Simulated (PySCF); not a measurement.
**Calculated NMR data**

Computed data (PySCF): shielding tensors at PBE0/pcSseg-1 (GIAO), geometry from GFN2-xTB. One conformer, relativity neglected, no solvent model, equivalent nuclei averaged.

Shifts are taken against calculated references (same method and geometry level): TMS for ¹H (31.72 ppm) and ¹³C (186.93 ppm). Splittings of carbon signals by F and P are missing where no couplings were computed. Where no couplings were computed, multiplicities follow the n + 1 count of equivalent neighbours, and m marks all less simple cases (inequivalent or close neighbours, rings, F or P nearby). Shifts are as computed. Against solution values, carbons near 30 ppm lie about +3 ppm off and those near 130 ppm about +5 ppm. Of 1211 compounds with measured shifts, 218 miss one by over three times the rms of a fit or turn the order of signals round; such compounds aren't used in these exercises. OH and NH positions are gas-phase values without hydrogen bonding to other molecules.

**1.** `CN[Si]1(C)O[SiH2]O[SiH2]O1`, C$_{2}$H$_{11}$NO$_{3}$Si$_{3}$. ¹H NMR (400 MHz, computed): δ 5.17 (m, 2H), 5.14 (m, 2H), 2.78 (s, 3H), 0.64 (br s, 1H), 0.17 (s, 3H). ¹³C{¹H} NMR (computed): δ 29.0 (CH3), -1.1 (CH3).

**2.** SMILES C=C1C=C/C1=C/C=C\F, C$_{8}$H$_{7}$F. ¹H NMR (400 MHz, computed): δ 7.21 (m, 1H), 7.15 (m, 1H), 6.85 (m, 1H), 6.45 (m, 1H), 5.94 (m, 1H), 5.09 (m, 1H), 5.08 (m, 1H). ¹³C{¹H} NMR (computed): δ 159.2, 156.7, 155.9, 154.6, 148.8, 114.8, 112.8, 103.3.
